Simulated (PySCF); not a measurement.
The vertical singlet excitations below were computed for one of the candidates. Method: TDDFT CAM-B3LYP/def2-SVPD, vertical, gas phase, core orbitals frozen in the response in PySCF 2.14.0, density-fitted response routines. Geometries: PBE0-D3(BJ)/def2-SVP, one conformer each.

```
state  E (eV)  λ (nm)       f
   S1    7.19   172.4  0.0005
   S2    7.92   156.5   0.126
   S3    8.01   154.7   0.010
   S4    8.04   154.2  0.0097
   S5    8.33   148.8   0.335
   S6    8.44   146.8  0.0024
```

Orbital energies (eV): HOMO-3 -10.79, HOMO-2 -10.73, HOMO-1 -10.68, HOMO -9.10, LUMO 0.99, LUMO+1 1.52, LUMO+2 1.68.

Problem. Which structure fits?
A. `CC#CCS`
B. `C/C=C(/C)F`
C. `C[C@H]([SiH3])C[SiH3]`
D. `C/C=C(\C)F`

Solution. C. Its S1, at 7.19 eV, is the highest among the candidates; the nearest of the others has S1 at 6.63 eV. S1 is HOMO→LUMO (91%). Löwdin shares by element: HOMO carbon 43% or more, silicon 29% (atoms not listed hold the other 28%); LUMO silicon 38%, carbon 15% or more (atoms not listed hold the other 47%). At the same level the other candidates give, for their lowest levels:
- `C/C=C(/C)F`: 6.46 eV (f 0.003); 7.35 eV (f 0.529); 7.42 eV (f 0.002); 7.70 eV (f 0.004); 8.49 eV (f 0.016); T1 4.36 eV; HOMO -8.24, LUMO 1.34 eV
- `CC#CCS`: 5.41 eV (f 0.001); 5.98 eV (f 0.051); 6.18 eV (f 0.010); 6.52 eV (f 0.033); 6.59 eV (f 0.005); T1 4.90 eV; HOMO -8.24, LUMO 0.93 eV
- `C/C=C(\C)F`: 6.63 eV (f 0.000); 7.25 eV (f 0.467); 7.37 eV (f 0.000); 7.60 eV (f 0.016); 8.19 eV (f 0.008); T1 4.31 eV; HOMO -8.22, LUMO 1.37 eV

Shape of the structure used: `[CH3:1][C@H:2]([SiH3:3])[CH2:4][SiH3:5]`: C1–C2–C4–Si5 -61°.
Triplets come from the Tamm–Dancoff approximation.
